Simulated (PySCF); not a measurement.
SMILES COC[CH2], doublet, CAM-B3LYP/def2-SVP optimised geometry. Atoms within 1.6 Å of the plane z = 0.0 Å (x, y, z in Å): C2 (-1.23, -0.72, 1.25), O3 (0.16, -0.63, 1.13), C4 (0.59, 0.08, 0.00), H5 (-2.97, 0.70, 1.47), H8 (-1.69, -1.13, 0.32), H9 (0.24, 1.13, 0.00), H10 (1.69, 0.08, 0.00), H11 (0.24, -0.39, -0.94).

Computed with PySCF with unrestricted CAM-B3LYP/def2-TZVP. Cells within 0.4 Å of a nucleus heavier than hydrogen are left out (blank, or x).

Map of the electrostatic potential (hartree/e), clipped to [-0.08, 0.12] on the plane z = 0.0 Å:

```
|1111111111111111111111111111111|
|1111111111111111111111111111111|
|1111111111111111111111111111111|
|1111111111111111111111111111111|
|1111111111111111111111111111111|
|1111111111111112221111111111111|
|1111111111111222222211111111111|
|1111111001111234433211111111111|
|1111110000112357874221111111111|
|1111110000112499997322111111111|
|1111111001113699999532222211111|
|2211111111113699999854332221111|
|2221111111123699999998754322111|
|2222111112224799999999996322111|
|2222222222335899xxx999999432111|
|2222222233456999xxx999999432111|
|22222233455669999x9999997422111|
|2222234699877899999999974321111|
|2222236999996679999975432211111|
|2222347999996445666432221111111|
|2222247999984322222111111111111|
|2222235999953210000000011111111|
|2222233566532110000000000111111|
|1222222333321100000000000111111|
|1122222222211100000000000111111|
|1111222221111100000000000111111|
|1111111111111100000000000111111|
|1111111111111110000000000111111|
|1111111111111111000000001111111|
|1111111111111111110000111111111|
|1111111111111111111111111111111|
```
Scale: ten equal steps from -0.022 (start of '0') to 0.120 (end of '9'), in the order '0123456789'; x runs from -4.00 to 4.00, y from -4.00 (bottom) to 4.00 (top).
